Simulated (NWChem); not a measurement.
System: CH₅F₂NSi₂; SMILES F[SiH](F)/N=C/[SiH3]

```xyz
11

F     -0.6965    -1.9417     1.0289
Si     0.3316    -1.5253    -0.1485
F     -0.2454    -2.1676    -1.5060
N      0.4045     0.1876    -0.3554
C     -0.2376     1.0583     0.3148
Si    -0.0472     2.9252    -0.0340
H      1.6595    -2.0930     0.1406
H     -0.9377     0.7613     1.1311
H      0.4388     3.5909     1.2137
H      0.9105     3.1340    -1.1538
H     -1.3928     3.4837    -0.3692
```
Atoms are numbered in this order, from 1.

Computed with NWChem. Pople sets run with spherical d functions. All runs use the structure optimised with PBE0/def2-SVP. GIAO values for the isolated, static molecule; σ is the absolute isotropic shielding.

```json
[
 {"level": "PBE0/6-31G*", "basis functions": "102", "σ F1 (ppm)": "343.2", "σ F3 (ppm)": "332.8", "σ N4 (ppm)": "-154.3", "σ C5 (ppm)": "-3.7", "σ H7 (ppm)": "26.53", "σ H8 (ppm)": "21.68", "σ H9 (rotor mean) (ppm)": "27.54"},
 {"level": "PBE0/6-311G**", "basis functions": "154", "σ F1 (ppm)": "339.0", "σ F3 (ppm)": "332.2", "σ N4 (ppm)": "-193.3", "σ C5 (ppm)": "-24.6", "σ H7 (ppm)": "26.48", "σ H8 (ppm)": "21.22", "σ H9 (rotor mean) (ppm)": "27.15"},
 {"level": "PBE0/def2-SVP", "basis functions": "117", "σ F1 (ppm)": "347.1", "σ F3 (ppm)": "335.3", "σ N4 (ppm)": "-172.5", "σ C5 (ppm)": "-11.6", "σ H7 (ppm)": "26.46", "σ H8 (ppm)": "21.31", "σ H9 (rotor mean) (ppm)": "27.11"},
 {"level": "PBE0/IGLO-II", "basis functions": "188", "σ F1 (ppm)": "332.8", "σ F3 (ppm)": "325.8", "σ N4 (ppm)": "-205.5", "σ C5 (ppm)": "-28.2", "σ H7 (ppm)": "26.15", "σ H8 (ppm)": "21.50", "σ H9 (rotor mean) (ppm)": "27.04"}
]
```
